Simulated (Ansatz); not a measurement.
Consider the ligand exchange at a B–S bond: `CNB(F)S` + H–F → `CNB(F)F` + H₂S.

Calculated with Ansatz (gas phase, PBE0-D4/def2-TZVP geometries, no zero-point term in ΔE). CCSD(T)/CBS is the MP2 limit (def2-TZVPP, def2-QZVPP) plus CCSD(T) − MP2 in def2-TZVPP, frozen cores. This one scheme is used for every species. Functionals use def2-TZVPP. B3LYP here is the variant with VWN-RPA as its local correlation; programs differ in this. One conformer a species, not always the lowest.

```json
{"level": "PBE-D4", "ΔE (kJ/mol)": "-74.4", "difference from CCSD(T)/CBS": "5.4"}
{"level": "r2SCAN-D4", "ΔE (kJ/mol)": "-84.8", "difference from CCSD(T)/CBS": "-5.0"}
{"level": "PBE0-D4", "ΔE (kJ/mol)": "-78.0", "difference from CCSD(T)/CBS": "1.8"}
{"level": "B3LYP-D4", "ΔE (kJ/mol)": "-87.6", "difference from CCSD(T)/CBS": "-7.8"}
{"level": "ωB97X-V", "ΔE (kJ/mol)": "-86.0", "difference from CCSD(T)/CBS": "-6.2"}
{"level": "ωB97M-V", "ΔE (kJ/mol)": "-87.3", "difference from CCSD(T)/CBS": "-7.5"}
{"level": "B2PLYP", "ΔE (kJ/mol)": "-89.7", "difference from CCSD(T)/CBS": "-9.9"}
{"level": "r2SCAN", "ΔE (kJ/mol)": "-85.9", "difference from CCSD(T)/CBS": "-6.1"}
{"level": "HF/def2-TZVPP", "ΔE (kJ/mol)": "-110.8", "difference from CCSD(T)/CBS": "-31.0"}
{"level": "SCS-MP2/def2-TZVPP", "ΔE (kJ/mol)": "-85.2", "difference from CCSD(T)/CBS": "-5.4"}
{"level": "CCSD/def2-TZVPP", "ΔE (kJ/mol)": "-89.6", "difference from CCSD(T)/CBS": "-9.8"}
{"level": "CCSD(T)/def2-TZVPP", "ΔE (kJ/mol)": "-84.9", "difference from CCSD(T)/CBS": "-5.1"}
{"level": "HF/def2-QZVPP", "ΔE (kJ/mol)": "-111.7", "difference from CCSD(T)/CBS": "-31.9"}
{"level": "HF/CBS(def2)", "ΔE (kJ/mol)": "-111.8", "difference from CCSD(T)/CBS": "-32.0"}
{"level": "MP2/CBS(def2)", "ΔE (kJ/mol)": "-72.9", "difference from CCSD(T)/CBS": "6.9"}
{"level": "CCSD/CBS(def2)", "ΔE (kJ/mol)": "-84.5", "difference from CCSD(T)/CBS": "-4.7"}
{"level": "CCSD(T)/CBS", "ΔE (kJ/mol)": "-79.8", "difference from CCSD(T)/CBS": "0"}
```

Largest T1 diagnostic among the species: 0.012.

In def2-TZVPP, CCSD(T) changes the Hartree–Fock value by +26.0 kJ/mol (the triples alone add +4.8 kJ/mol) and MP2 by +32.8 kJ/mol. From PBE to PBE0 (25 % exact exchange), in def2-TZVPP and without D4, ΔE moves by −3.1 kJ/mol. The D4 term adds +6.7 kJ/mol with B3LYP and +3.6 kJ/mol with PBE0; it sums over pairs of atoms, weighted by their polarisabilities, and B3LYP, whose exchange is more repulsive, gets the larger term.
